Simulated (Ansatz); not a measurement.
Basis-set extrapolation for `[OH][Al]([Cl])[CH2][SiH3]` (PBE0-D4/def2-TZVP geometry, frozen core, the Gaussian-basis code of Ansatz). Multiplicity 1, RHF reference.

|  | def2-TZVPP | def2-QZVPP |
| --- | --- | --- |
| HF | -1106.811098 | -1106.845659 |
| MP2 correlation | -0.807349 | -0.873454 |
| CCSD(T) correlation | -0.893064 | not run |

Energies in hartree. Use E(X) = E(∞) + A·exp(−7.88·√X) for Hartree–Fock and E(X) = E(∞) + B·X^(−2.97) for correlation, with X = 3 and 4, and add CCSD(T) minus MP2 of the smaller set to the MP2 limit.

Question: What is the CCSD(T) energy at the basis-set limit?

Answer: HF limit: -1106.845659 + (-0.034561) × 0.13774 = -1106.85042. MP2 limit: -0.873454 + (-0.066105) × 0.74074 = -0.92242. Higher-order term: -0.893064 − (-0.807349) = -0.08571. Total: -1107.85855 hartree, 405.3 kJ/mol below CCSD(T)/def2-TZVPP.
